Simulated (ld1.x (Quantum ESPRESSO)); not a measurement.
Configuration tests for holmium (TM)

ld1.x (Quantum ESPRESSO) 7.5 input, shortened:

```
&input
   title='Ho', zed=67., rel=1, dft='PBE', iswitch=3,
   config='[Xe] 4f11 5d0 6s2 6p0'
 /
 &inputp
   pseudotype=2, tm=.true., lloc=2,
   nlcc=.false.
 /
4
6S  1  0   2.00   0.00  2.55  2.55  0.0
5P  2  1   6.00   0.00  1.55  1.55  0.0
4F  4  3  11.00   0.00  0.80  0.80  0.0
5D  3  2   0.00   0.00  2.75  2.75  0.0
 &test
   configts(1)='4f11 5p6 5d0 6s2 6p0'
 /
```

Energies are relative to the spin-unpolarised reference configuration 4f11 5p6 5d0 6s2 6p0; without spin polarisation the order of configurations can differ from experiment.

| valence configuration | charge | ΔE all-electron (eV) | error AE − PS (meV) |
| --- | --- | --- | --- |
| 4f11 5p6 5d0 6s1 6p0 | +1 | 6.309 | -1.6 |
| 4f10 5p6 5d0 6s0 6p0 | +3 | 44.081 | -29 |
| 4f10 5p6 5d1 6s2 6p0 | 0 | 4.604 | -328 |
| 4f11 5p5 5d0 6s2 6p0 | +1 | 31.215 | -119 |
| 4f12 5p6 5d0 6s0 6p0 | +1 | 8.106 | -262 |
| 4f11 5p6 5d1 6s1 6p0 | 0 | 2.789 | -4.6 |

Q: What are ΔE and the potential's error for 4f11 5p6 5d0 6s0 6p0?

A: ΔE = 18.119 eV all-electron; the error (AE − PS) is +8.0 meV.

Note: ghost state, extra bound levels that the all-electron valence spectrum of the same l lacks: s at -20.8 eV. A true bound ghost makes a file unfit for plane-wave use.
